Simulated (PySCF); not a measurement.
## Mn+ (manganese, charge +1): UHF calculation

Configuration: [Ar] 3d5 4s1, high-spin 7S determinant. Calculation: PySCF 2.14, in def2-SVP; the non-relativistic Hamiltonian (point nucleus).

| Item | Value |
| --- | --- |
| Total energy | -1149.478460 hartree |
| One-electron energy | -1577.7135 hartree |
| Hartree (Coulomb) energy | 479.1159 hartree |
| Exchange energy | -50.8808 hartree |
| Kinetic energy | 1149.15796 hartree |
| ⟨S²⟩ | 12.0001 |
| ⟨L²⟩ | 0.000 |
| Sum of ⟨r⟩ | 17.95 bohr |
| Sum of ⟨r²⟩ | 26.24 bohr² |
| Density at the nucleus (Gaussians lack the cusp) | 9920 bohr⁻³ |
| Spin density at the nucleus | 4.38 bohr⁻³ |
| Langevin diamagnetic susceptibility | -20.8 ×10⁻⁶ cm³/mol |
| Time after the integrals | 0.09 s of wall time on 1 thread of Neoverse-V1 (shared host) |

```tsv
shell	electrons	mean orbital energy (hartree)	rms radius, mean of both spins (bohr)
1s α	1	-240.82362	0.0713
1s β	1	-240.81849	0.0713
2s α	1	-29.47172	0.305
2s β	1	-29.33314	0.305
2p α	3	-25.18130	0.274
2p β	3	-25.04749	0.274
3s α	1	-4.31888	0.925
3s β	1	-3.90061	0.925
3p α	3	-3.02578	0.992
3p β	3	-2.52640	0.992
3d α	5	-0.93907	1.26
4s α	1	-0.53871	3.17
```
